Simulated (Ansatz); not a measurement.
The cluster Cu4Ag⁻ (the lowest singlet isomer of a short search), 5 atoms. Hardware: 4 threads of Arm Neoverse V1 on a shared host.

In the def2 sets Ag takes a core potential; there is no spin–orbit coupling. Correlated methods freeze 36 core orbitals; core or outer-core shells of Ag are correlated, in sets that lack core-valence functions.

Problem. How many basis functions does each of these Ansatz runs have, and roughly what does it cost? PBE-D4/def2-SVPD, charge -1 singlet, relaxation, 4 steps; r2SCAN0-D4/def2-TZVPD, charge -1 singlet, energy, from earlier orbitals; PBE-D4/def2-TZVPD, charge -1 singlet, energy and forces, from earlier orbitals; r2SCAN-D4/def2-TZVPD, charge -1 singlet, energy, from earlier orbitals; LDA (SPW92)/def2-TZVPD, charge -1 singlet, energy, from earlier orbitals; PBE0-D4/def2-TZVPD, charge -1 singlet, energy, from earlier orbitals; ωB97X-V/def2-TZVPD, charge -1 singlet, energy, from earlier orbitals; CCSD(T)/def2-SVPD, charge -1 singlet, energy, from earlier orbitals; MP2/def2-TZVPD, charge -1 singlet, energy, from earlier orbitals.

Solution. Other jobs shared the machine, so times can vary by a factor of up to 3. A dash marks memory too small to be measured apart from the calling script's.

```
                                                                           run  functions  fitting or Cholesky vectors  wall time  peak host memory (GiB)
      LDA (SPW92)/def2-TZVPD, charge -1 singlet, energy, from earlier orbitals        232                         2229      2.8 s                       –
PBE-D4/def2-TZVPD, charge -1 singlet, energy and forces, from earlier orbitals        232                         2229        6 s                       –
        r2SCAN-D4/def2-TZVPD, charge -1 singlet, energy, from earlier orbitals        232                         2229       12 s                    0.56
                      PBE-D4/def2-SVPD, charge -1 singlet, relaxation, 4 steps        170                         1880       13 s                       –
              MP2/def2-TZVPD, charge -1 singlet, energy, from earlier orbitals        232                         2302       13 s                       1
          PBE0-D4/def2-TZVPD, charge -1 singlet, energy, from earlier orbitals        232                         2302       13 s                    0.99
       r2SCAN0-D4/def2-TZVPD, charge -1 singlet, energy, from earlier orbitals        232                         2302       18 s                       1
          ωB97X-V/def2-TZVPD, charge -1 singlet, energy, from earlier orbitals        232                         2302       25 s                     1.3
           CCSD(T)/def2-SVPD, charge -1 singlet, energy, from earlier orbitals        170                         1786    2.1 min                     1.8
```
